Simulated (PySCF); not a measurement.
Identify the unknown among the candidates.

All candidates are C8H14.

| technique | computed result |
| --- | --- |
| Rotational structure | rotational constants A, B, C: 2.464, 2.389, 2.388 GHz [GFN2-xTB] |
| 1H NMR | chemical shifts (computed TMS as zero) by class: 1.56 (12 H), 1.37 (2 H) ppm [GIAO PBE0/pcSseg-1] |
| Dipole | 0.00 D [PBE0/pcSseg-1] |
| 13C NMR | chemical shifts (computed TMS as zero) by class: 28.9 (6 C), 26.7 (2 C) ppm [GIAO PBE0/pcSseg-1] |

Electronic properties: PySCF, gas phase, density fitting. Levels stand in brackets. Geometry: GFN2-xTB; no solvent, vibrations or thermal averaging. GFN2-xTB frequencies show an imaginary mode (44i cm⁻¹), so this geometry is no minimum at that level. Each NMR value is the plain mean over a class of atoms that symmetry, rotation or inversion makes alike.

**Question.** Which candidate is it?
A. `C1CC2CCC1CC2`
B. `C#CCC[C@H](C)CC`
C. `CC(C)[C@@H]1C=CCC1`
D. `CC[C@@H]1CC[C@H]2C[C@@H]12`
E. `CC[C@H]1C=C(C)CC1`

**Answer.** A. It is `C1CC2CCC1CC2`. Numbering: `[CH2:1]1[CH2:2][C@H:3]2[CH2:4][CH2:5][C@@H:6]1[CH2:7][CH2:8]2`. Its formula, C8H14, gives 2 degrees of unsaturation: 2 rings and 0 π bonds in the structure found. 8 carbons fall into 2 classes; from least to most shielded: ring CH2 carbon [C1/C2/C4/C5/C7/C8] (28.9 ppm, 6 C), sp3 carbon at a ring junction [C3/C6] (26.7 ppm, 2 C). Hydrogen classes from least to most shielded: 12 H on 6 ring CH2 carbons, C1/C2/C4/C5/C7/C8 (1.56 ppm), 2 H on 2 like atoms (sp3 carbon at a ring junction), C3/C6 (1.37 ppm). By its constants the optimised geometry is a nearly prolate symmetric top.

The others, at the same levels:
- `C#CCC[C@H](C)CC` fails: it has 8 carbon classes against 2; its computed 13C shifts are 88.8 (1 C), 75.8 (1 C), 41.1 (1 C), 35.7 (1 C), 35.2 (1 C), 18.2 (1 C), 16.8 (1 C), 14.7 (1 C) ppm, 1H shifts are 2.44 (1 H), 2.43 (1 H), 1.78 (1 H), 1.53 (1 H), 1.37 (1 H), 1.35 (1 H), 1.08 (3 H), 1.05 (1 H), 1.00 (1 H), 0.85 (3 H) ppm and rotational constant A is 3.307 GHz (against 2.464 GHz).
- `CC[C@@H]1CC[C@H]2C[C@@H]12` fails: it has 8 carbon classes against 2; its computed 13C shifts are 51.8 (1 C), 45.6 (1 C), 34.5 (1 C), 33.5 (1 C), 28.5 (1 C), 24.6 (1 C), 23.9 (1 C), 17.0 (1 C) ppm, 1H shifts are 2.06 (1 H), 1.82 (1 H), 1.66 (1 H), 1.53 (1 H), 1.42 (1 H), 1.31 (1 H), 1.29 (1 H), 1.18 (1 H), 1.15 (3 H), 1.02 (1 H), 1.00 (1 H), -0.20 (1 H) ppm and rotational constant A is 3.666 GHz (against 2.464 GHz).
- `CC[C@H]1C=C(C)CC1` fails: it has 8 carbon classes against 2; its computed 13C shifts are 148.1 (1 C), 135.0 (1 C), 52.9 (1 C), 40.6 (1 C), 35.1 (1 C), 34.5 (1 C), 19.8 (1 C), 16.2 (1 C) ppm, 1H shifts are 5.74 (1 H), 2.60 (1 H), 2.42 (1 H), 2.17 (1 H), 2.15 (1 H), 1.87 (3 H), 1.49 (1 H), 1.35 (1 H), 1.10 (3 H), 1.01 (1 H) ppm and rotational constant A is 3.899 GHz (against 2.464 GHz).
- `CC(C)[C@@H]1C=CCC1` fails: it has 8 carbon classes against 2; its computed 13C shifts are 141.5 (1 C), 138.6 (1 C), 58.3 (1 C), 39.2 (1 C), 37.4 (1 C), 33.1 (1 C), 24.5 (1 C), 23.5 (1 C) ppm, 1H shifts are 6.12 (1 H), 5.97 (1 H), 2.54 (1 H), 2.48 (1 H), 2.25 (1 H), 2.11 (1 H), 1.29 (1 H), 1.10 (3 H), 1.05 (1 H), 0.94 (3 H) ppm and rotational constant A is 3.904 GHz (against 2.464 GHz).

Each candidate is one conformer, not necessarily the lowest. The conformers computed, where there is a choice (atom-mapped SMILES and torsion angles):
- `[CH:1]#[C:2][CH2:3][CH2:4][C@H:5]([CH3:6])[CH2:7][CH3:8]`: C2–C3–C4–C5 -58°, C3–C4–C5–C6 -66°, C4–C5–C7–C8 -171°

The conformers of `C1CC2CCC1CC2`, `CC[C@@H]1CC[C@H]2C[C@@H]12`, `CC[C@H]1C=C(C)CC1` and `CC(C)[C@@H]1C=CCC1` aren't listed.
